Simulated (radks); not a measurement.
Problem. These are the eigenvalues of the occupied orbitals of an atom or ion with whole-number occupations (Ry). Method: non-relativistic Kohn-Sham, PBE, spin-polarised, spherical densities, point nucleus; computed with a radial shooting solver on a logarithmic mesh with Libxc functionals.

| orbital | eigenvalue |
|---|---|
| 1s up | -31.15301 |
| 1s down | -31.09233 |
| 2s up | -3.68433 |
| 2s down | -3.51226 |
| 2p up | -2.83211 |

Which element is it, and in what charge state? The configuration may be excited. Open shells, if any, are filled with parallel spins first.

Solution. Z = 7, nitrogen, charge +2: N2+ in [He] 2s2 2p1. The list shows which subshells hold electrons but not how many an open one holds; the 1s level, -15.577 hartree, gives Z - s = 5.6 by -(Z - s)^2/2, which with screening narrows Z to a few neighbours, and the depths of the outer levels then fix element, charge and occupations together.
